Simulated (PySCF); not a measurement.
C9H8OS. Atoms are numbered in the order given.

```xyz
19

C      1.2606    -3.7250     0.0000
C      0.4465    -2.4610     0.0000
C     -0.9396    -2.4173     0.0000
S     -1.5593    -0.8002     0.0000
C      0.0573    -0.1305     0.0000
C      0.2639     1.2983     0.0000
C      1.4002     2.0944     0.0000
C      0.9448     3.4514     0.0000
C     -0.4303     3.3956     0.0000
O     -0.8510     2.0982     0.0000
C      1.0088    -1.1453     0.0000
H      1.9192    -3.7806    -0.8919
H      0.6149    -4.6238     0.0000
H      1.9192    -3.7806     0.8919
H     -1.6361    -3.2650     0.0000
H      2.4364     1.7408     0.0000
H      1.5606     4.3573     0.0000
H     -1.2201     4.1529     0.0000
H      2.0897    -0.9458     0.0000
```
Charge 0, spin multiplicity 1.

Geometry optimised at PBE-D3(BJ)/def2-SVP. Other conformers were not sampled.

Method: PBE/def2-SVP (PySCF).

The molecule is in vacuum.

```json
{
 "total_energy": "-820.04879 hartree",
 "point_group": "Cs",
 "highest_occupied_level": "-4.78 eV",
 "lowest_empty_level": "-1.78 eV",
 "orbital_gap": "3.00 eV",
 "dipole_moment": "0.213 e·Å",
 "quadrupole, principal values (traceless, Buckingham form, about the centre of nuclear charge)": "-12.87, 0.88, 12.00 D·Å",
 "mean_static_polarisability": "124.3 bohr³ (18.43 Å³)",
 "polarisability_principal_values": "55.6, 118.2, 199.2 bohr³"
}
```
